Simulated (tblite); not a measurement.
C20H12BN (BN-doped PAH), SMILES B1Nc2cccc3c4cccc5ccc6ccc1c(c23)c6c54 at step 1 of a GFN2-xTB optimisation (tblite, gas phase), coordinates in Å:

```
  1 B    -2.5634    2.6108   -0.2535
  2 N    -3.4078    1.4414   -0.3136
  3 C    -2.8721    0.1318   -0.2456
  4 C    -3.7147   -0.9849   -0.3069
  5 C    -3.2147   -2.2734   -0.2402
  6 C    -1.8549   -2.4861   -0.1269
  7 C    -0.9503   -1.4202   -0.0648
  8 C     0.4917   -1.6416    0.0635
  9 C     1.0604   -2.9125    0.1273
 10 C     2.4340   -3.0878    0.2474
 11 C     3.2743   -2.0036    0.3018
 12 C     2.7492   -0.7102    0.2421
 13 C     3.6108    0.4316    0.3039
 14 C     3.1234    1.6721    0.2402
 15 C     1.7214    1.9139    0.1211
 16 C     1.2163    3.2252    0.0660
 17 C    -0.1203    3.4369   -0.0541
 18 C    -1.0374    2.3632   -0.1198
 19 C    -0.5537    1.0378   -0.0583
 20 C    -1.4540   -0.0883   -0.1203
 21 C     0.8364    0.8104    0.0617
 22 C     1.3488   -0.5112    0.1206
 23 H    -2.9895    3.7310   -0.2961
 24 H    -4.4529    1.5453   -0.3990
 25 H    -4.7866   -0.8362   -0.3941
 26 H    -3.9010   -3.1172   -0.2868
 27 H    -1.5454   -3.5262   -0.0858
 28 H     0.4753   -3.8279    0.0912
 29 H     2.8515   -4.0902    0.2927
 30 H     4.3453   -2.1504    0.3988
 31 H     4.6822    0.2613    0.3916
 32 H     3.7889    2.5324    0.2876
 33 H     1.9033    4.0635    0.1063
 34 H    -0.4959    4.4601   -0.0972
```

Question: What are the forces on the atoms (eV/Å)?

Answer: 
```
  1 B    -0.53   -0.59   -0.03
  2 N     0.46    0.27    0.08
  3 C    -0.04    0.47   -0.05
  4 C    -0.08    0.45    0.05
  5 C    -0.08    0.17   -0.05
  6 C    -0.07   -0.23    0.01
  7 C    -0.05    0.12    0.03
  8 C    -0.36    0.08   -0.06
  9 C     0.06   -0.26    0.02
 10 C    -0.03   -0.17   -0.03
 11 C     0.14    0.05    0.04
 12 C     0.15    0.24    0.02
 13 C     0.42   -1.03   -0.01
 14 C    -0.32    1.06   -0.01
 15 C     0.15   -0.02    0.03
 16 C     0.49   -0.17   -0.01
 17 C    -0.74    0.02   -0.04
 18 C    -0.37   -0.01   -0.01
 19 C    -0.27    0.14   -0.04
 20 C    -0.57    0.25   -0.08
 21 C     0.13    0.17    0.01
 22 C     0.25   -0.37    0.04
 23 H    -0.06   -0.71   -0.01
 24 H     1.57   -0.52    0.13
 25 H     0.11    0.05   -0.01
 26 H     0.20    0.22    0.02
 27 H     0.21    0.32    0.01
 28 H    -0.09    0.39   -0.02
 29 H    -0.15    0.16   -0.01
 30 H    -0.14    0.10   -0.03
 31 H    -0.22   -0.03    0.00
 32 H    -0.17   -0.14   -0.02
 33 H    -0.01   -0.14    0.02
 34 H     0.00   -0.34    0.00
```
